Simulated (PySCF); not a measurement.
**Löwdin shares of the frontier orbitals**

GaH2(CN), CH2GaN.
Structure used (PBE0-D3(BJ)/def2-SVP), in Å, numbered top down from 1:
```
atom  x, y, z in Å
Ga1    0.368    0.640    0.009
H2     1.919    0.534    0.058
H3    -0.497    1.932   -0.024
C4    -0.607   -1.049   -0.015
N5    -1.184   -2.057   -0.029
```

Theory: PySCF 2.14.0, density-fitted response routines, TDDFT CAM-B3LYP/def2-SVPD, vertical, gas phase, core orbitals frozen in the response. The CAM-B3LYP/def2-SVPD calculation is non-relativistic and has no spin–orbit coupling, an omission that weighs most on gallium.

Frontier orbitals with the atoms that hold most of them (Löwdin shares over 4%, at most four atoms; ? is withheld):

```csv
orbital,ε (eV),atoms
LUMO+2,1.20,"Ga1 40%, N5 23%, C4 22%, H2 11%"
LUMO+1,0.58,"Ga1 73%, H2 10%, H3 10%, C4 6%"
LUMO,?,?
HOMO,-10.67,"Ga1 26%, N5 22%, C4 18%, H2 17%"
HOMO-1,-11.36,?
HOMO-2,-11.44,"N5 52%, C4 21%, Ga1 16%, H2 5%"
HOMO-3,-11.69,"N5 31%, C4 29%, Ga1 20%, H3 10%"
```

(1) Which atoms hold the LUMO, and with what shares?

(2) Give the leading atoms of the HOMO-1.

(3) What is the LUMO energy, and the HOMO–LUMO gap?

Results:

(1) Ga1 (bonded to C and 2 H) 60%; C4 (bonded to Ga and N) 16%; H3 (bonded to Ga) 8%; H2 (bonded to Ga) 8%. By element: gallium 60%, hydrogen 17%, carbon 16%.

(2) N5 (bonded to C) 51%; C4 (bonded to Ga and N) 44%; Ga1 (bonded to C and 2 H) 5%.

(3) ε(LUMO) = -1.81 eV; the gap is 8.86 eV (0.3255 hartree).

Q: How does S1 compare with the orbital gap of 8.86 eV?

A: S1 is at 5.12 eV (f = 0.0000), 3.73 eV below the gap, made of HOMO→LUMO (97%). 

Q: Give energy, strength and leading configuration of S1, S3, S4 and S8, and follow the Löwdin shares of the leading atoms from the occupied to the empty orbital.

A: 
- S1 (5.12 eV, f 0.0000), HOMO→LUMO (97%): Ga1 26% → 60%, N5 22% → at most 8%, C4 18% → 16%
- S3 (6.10 eV, f 0.015), HOMO-2→LUMO (91%): N5 52% → at most 8%, C4 21% → 16%, Ga1 16% → 60%
- S4 (6.37 eV, f 0.038), HOMO-1→LUMO (84%): N5 51% → at most 8%, C4 44% → 16%, Ga1 5% → 60%
- S8 (8.47 eV, f 0.172), HOMO→LUMO+1 (87%): Ga1 26% → 73%, N5 22% → at most 2%, H2 17% → 10%
